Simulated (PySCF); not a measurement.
SMILES C[SiH](C)[O] (C2H7OSi), doublet at its CAM-B3LYP/def2-SVP optimised geometry (Å):

```
11

C     -0.4970     0.9866     0.0000
Si    -0.0963    -0.8473     0.0000
C     -0.7626    -1.7232     1.5098
O      1.5902    -0.8473     0.0000
H     -1.5902     1.1173    -0.0354
H     -0.1171     1.4712     0.9109
H     -0.0620     1.4916    -0.8741
H     -0.6197    -1.4916    -1.2389
H     -0.4082    -1.2385     2.4319
H     -0.4433    -2.7762     1.5330
H     -1.8642    -1.7095     1.5098
```

Computed with unrestricted CAM-B3LYP/def2-TZVP (PySCF 2.14.0).

Map of the deformation density (molecule minus spherical neutral atoms) (e/bohr³) on the plane z = 1.0 Å:

```
|.............................|
|.............................|
|.............................|
|.............................|
|.............................|
|.............................|
|.............................|
|..............  .............|
|............:-:  ............|
|............-#*. ............|
|............-+=..............|
|.......... ..::..............|
|..........  .................|
|..........  .................|
|..........       ............|
|..........       ............|
|..............   ..:::.......|
|...........:=-.  .::::.......|
|.........::+#*-. ..:::.......|
|...... .:--*@%=. ............|
|...... .---=#+-..............|
|...... .::..--:..............|
|.......... .--...............|
|...........:-:...............|
|.............................|
|............   ..............|
|.............................|
|.............................|
|.............................|
```
Scale: ten equal steps from -0.014 (start of ' ') to 0.070 (end of '@'), in the order ' .:-=+*#%@'; x runs from -4.00 to 4.00, y from -4.00 (bottom) to 4.00 (top).
